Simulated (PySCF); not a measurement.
**BSb: energy against distance**

Set-up: basis B x2c-TZVPPall, Sb x2c-TZVPPall; spin-free X2C with a Gaussian nucleus; PySCF 2.14. Energies in eV from B + Sb in their ground configurations at the same level. State: ³Π (triplet), unpaired electrons σ ↑, π ↑.

Curves on a restricted Hartree–Fock reference rise too fast on stretching and do not dissociate correctly.

```tsv
R (Å)	ROHF-CCSD(T)	ROHF-CCSD	BHandHLYP	B3LYP
1.768			-1.000	-1.318
1.850	-1.603	-1.360	-1.613	-1.951
1.933	-1.969	-1.704	-1.945	-2.306
1.994	-2.106	-1.825	-2.058	-2.438
2.056	-2.155	-1.858	-2.085	-2.483
2.118	-2.136	-1.825	-2.046	-2.462
2.200	-2.037	-1.709	-1.923	-2.360
2.303	-1.833	-1.491	-1.698	-2.155
2.426	-1.526	-1.176	-1.383	-1.851
2.591			-0.982	-1.422
```

Problem. Put a parabola through the three lowest points of the ROHF-CCSD(T) curve and estimate Re, k and ωe (reduced mass 10.09 u; 1 eV/Å² = 0.16022 mdyn/Å; ωe = 1302.8·√(k/μ) cm⁻¹).

Solution. Through R = 1.994, 2.056, 2.118 Å the second-order coefficient is 8.84 eV/Å², so Re ≈ 2.070 Å, k ≈ 2.83 mdyn/Å and ωe ≈ 690 cm⁻¹. A polynomial fit of higher order to the unrounded ROHF-CCSD(T) energies gives Re = 2.068 Å, k = 2.66 mdyn/Å, ωe = 669 cm⁻¹; anharmonicity and rounding make the difference.

The higher-order fit for each curve: ROHF-CCSD(T): Re = 2.068 Å, ωe = 669 cm⁻¹, De = 2.16 eV; ROHF-CCSD: Re = 2.053 Å, ωe = 686 cm⁻¹, De = 1.86 eV; BHandHLYP: Re = 2.047 Å, ωe = 691 cm⁻¹, De = 2.09 eV; B3LYP: Re = 2.064 Å, ωe = 668 cm⁻¹, De = 2.48 eV.

Correlated steps freeze 19 core orbitals. ⟨S²⟩ of the unrestricted solution departs from its pure value on part of the curve, where spin states mix. These are scalar-relativistic numbers at best; spin–orbit coupling would shift them, the dissociation energy most. The state was picked by a PBE0 search and need not be the measured ground state.
